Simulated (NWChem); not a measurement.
System: ScBrF2; SMILES [F][Sc]([F])[Br]

NWChem input:

```
start job
memory heap 200 mb stack 900 mb global 1100 mb
geometry units angstroms
  Sc    -0.737104     0.447916    -0.473634
  F     -2.275967    -0.382094    -0.645993
  F     -0.483583     2.058917    -1.127093
  Br     1.070833    -0.650710     0.688053
end
basis spherical
  * library def2-svp
end
dft
  xc pbe0
  iterations 150
end
driver
  maxiter 120
end
task dft optimize
task dft freq
```

NWChem printed, in part:

```
             Northwest Computational Chemistry Package (NWChem) 7.3.0
             --------------------------------------------------------

 C2V symmetry detected

                             Geometry "geometry" -> ""
                             -------------------------

 Output coordinates in angstroms (scale by  1.889725989 to convert to a.u.)

  No.       Tag          Charge          X              Y              Z
 ---- ---------------- ---------- -------------- -------------- --------------
    1 Sc                  21.0000     0.00000000     0.00000000     0.93285455
    2 F                    9.0000     0.00000000    -1.53318560     1.79076282
    3 F                    9.0000     0.00000000     1.53318560     1.79076282
    4 Br                  35.0000     0.00000000     0.00000000    -1.48067647

 Effective nuclear repulsion energy (a.u.)     381.2601086667

      Symmetry information
      --------------------

 Group name             C2v
 Group number             16
 Group order               4
 No. of unique centers     3

                                Z-matrix (autoz)
                                --------

 Units are Angstrom for bonds and degrees for angles

      Type          Name      I     J     K     L     M      Value
      ----------- --------  ----- ----- ----- ----- ----- ----------
    1 Stretch                  1     2                       1.75689
    2 Stretch                  1     3                       1.75689
    3 Stretch                  1     4                       2.41353
    4 Bend                     2     1     3               121.54080
    5 Bend                     2     1     4               119.22960
    6 Bend                     3     1     4               119.22960
    7 Torsion                  2     1     3     4         180.00000
    8 Torsion                  2     1     4     3         180.00000
    9 Torsion                  3     1     2     4         180.00000
   10 Torsion                  2     4     1     3         180.00000
   11 Torsion                  3     2     1     4         180.00000
   12 Torsion                  2     3     1     4         180.00000

                           NWChem Geometry Optimization
                           ----------------------------

[...]

      ----------------------
      Optimization converged
      ----------------------

  Step       Energy      Delta E   Gmax     Grms     Xrms     Xmax
  ---- ---------------- -------- -------- -------- -------- --------
@    4   -3533.55998415 -1.5D-07  0.00014  0.00004  0.00029  0.00069
                                     ok       ok       ok       ok

                                Z-matrix (autoz)
                                --------

 Units are Angstrom for bonds and degrees for angles

      Type          Name      I     J     K     L     M      Value     Gradient
      ----------- --------  ----- ----- ----- ----- ----- ---------- ----------
    1 Stretch                  1     2                       1.80574   -0.00001
    2 Stretch                  1     3                       1.80574   -0.00001
    3 Stretch                  1     4                       2.45606    0.00014
    4 Bend                     2     1     3               116.68104    0.00005
    5 Bend                     2     1     4               121.65948   -0.00002
    6 Bend                     3     1     4               121.65948   -0.00002
    7 Torsion                  2     1     3     4         180.00000    0.00000
    8 Torsion                  2     1     4     3         180.00000   -0.00000
    9 Torsion                  3     1     2     4         180.00000   -0.00000
   10 Torsion                  2     4     1     3         180.00000    0.00000
   11 Torsion                  3     2     1     4         180.00000    0.00000
   12 Torsion                  2     3     1     4         180.00000   -0.00000

                         Geometry "geometry" -> "geometry"
                         ---------------------------------

[...]

 Rotational Constants
 --------------------
 A=   0.187802 cm-1  (  0.270199 K)
 B=   0.047023 cm-1  (  0.067654 K)
 C=   0.037607 cm-1  (  0.054107 K)

 Temperature                      =   298.15K
 frequency scaling parameter      =   1.0000

 Zero-Point correction to Energy  =    3.120 kcal/mol  (  0.004972 au)
 Thermal correction to Energy     =    6.592 kcal/mol  (  0.010504 au)
 Thermal correction to Enthalpy   =    7.184 kcal/mol  (  0.011448 au)

 Total Entropy                    =   79.371 cal/mol-K
   - Translational                =   41.154 cal/mol-K (mol. weight = 162.8692)
   - Rotational                   =   26.587 cal/mol-K (symmetry #  =        2)
   - Vibrational                  =   11.631 cal/mol-K

 Cv (constant volume heat capacity) =   14.827 cal/mol-K
   - Translational                  =    2.979 cal/mol-K
   - Rotational                     =    2.979 cal/mol-K
   - Vibrational                    =    8.868 cal/mol-K

[normal modes left out]

 ----------------------------------------------------------------------------
 Normal Eigenvalue ||           Projected Infra Red Intensities
  Mode   [cm**-1]  || [atomic units] [(debye/angs)**2] [(KM/mol)] [arbitrary]
 ------ ---------- || -------------- ----------------- ---------- -----------
    1       -0.000 ||    0.000036           0.001         0.035       0.008
    2       -0.000 ||    0.000028           0.001         0.027       0.006
    3        0.000 ||    0.000044           0.001         0.043       0.009
    4        0.000 ||    0.000017           0.000         0.017       0.004
    5        0.000 ||    0.000000           0.000         0.000       0.000
    6        0.000 ||    0.000035           0.001         0.034       0.008
    7       75.900 ||    0.084277           1.944        82.157      17.935
    8      110.308 ||    0.008048           0.186         7.846       1.713
    9      154.092 ||    0.003161           0.073         3.081       0.673
   10      329.077 ||    0.055661           1.284        54.261      11.845
   11      731.868 ||    0.186615           4.305       181.922      39.713
   12      782.177 ||    0.225969           5.213       220.286      48.088
 ----------------------------------------------------------------------------
```

Level: PBE0/def2-SVP. This build's default masses of Se (78.918 u) and Br (79.917 u) are each other's, which moves their modes by up to 0.6 %.
